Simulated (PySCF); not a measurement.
B3LYP has the VWN-RPA correlation part, as in Gaussian. Delta-SCF ions had no search for a lower state. Excitations are Tamm–Dancoff values on a coarser integration grid. The basis has no diffuse functions, so Rydberg states are missing or too high.

Z-matrix (Å, degrees):
```
Si
N 1 1.7195
H 2 1.0073 1 120.45
H 2 1.0078 3 111.49 1 -149.51
N 1 1.7195 2 102.47 3 167.14
H 5 1.0073 1 120.45 2 167.14
H 5 1.0078 6 111.49 1 -149.51
N 1 1.7196 2 113.08 3 45.08
H 8 1.0073 1 120.45 2 70.78
H 8 1.0078 9 111.49 1 149.47
N 1 1.7196 2 113.09 3 -70.81
H 11 1.0073 1 120.45 2 -45.12
H 11 1.0078 12 111.49 1 149.47
```
Charge 0, multiplicity 1.

**Question.** Predict the S1–T1 gap (TDA), vertical ionisation energy (Delta-SCF) and dipole moment from B3LYP-D3(BJ)/def2-TZVP run with PySCF 2.14.0.

**Answer.** 
```yaml
S1–T1 gap (TDA): 0.24 eV
vertical ionisation energy (Delta-SCF): 8.55 eV
dipole_moment: 0.00 D
```
